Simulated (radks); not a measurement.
Species: the rubidium ion Rb13+. Configuration: [Ne] 3s2 3p4 3d6 4d2 (not the ground configuration). Method: scalar-relativistic Kohn-Sham, PBEsol, spin-polarised, spherical densities, finite nucleus; open shells are filled with parallel spins first (spin-orbit coupling, left out, can overturn this in heavy ions); Fermi nuclear charge, rms radius 4.2036 fm; computed with a radial shooting solver on a logarithmic mesh with Libxc functionals.

Normalised radial functions P(r) = r R(r), r in bohr:

r	3p down	3d up
0.001362	0.0016	0.0000
0.001983	0.0031	0.0000
0.002888	0.0061	0.0000
0.004207	0.0121	0.0001
0.006078	0.0236	0.0003
0.008852	0.0462	0.0007
0.01289	0.0888	0.0021
0.01878	0.1655	0.0061
0.02735	0.2943	0.0168
0.03983	0.4864	0.0444
0.05801	0.7185	0.1109
0.08382	0.8829	0.2512
0.1221	0.7756	0.5193
0.1778	0.1770	0.9251
0.259	-0.8053	1.3534
0.3771	-1.5341	1.5250
0.5493	-1.3874	1.2102
0.8	-0.6510	0.5971
1.156	-0.1429	0.1580
1.684	-0.0101	0.0156
2.452	-0.0001	0.0004
3.571	0.0000	0.0000

3p down: eigenvalue -572.70 eV, 1 radial node at r = 0.192 bohr, <r> = 0.479 bohr, 90 % of the charge inside 0.717 bohr. 3d up: eigenvalue -472.13 eV, 0 radial nodes, <r> = 0.446 bohr, 90 % of the charge inside 0.699 bohr.
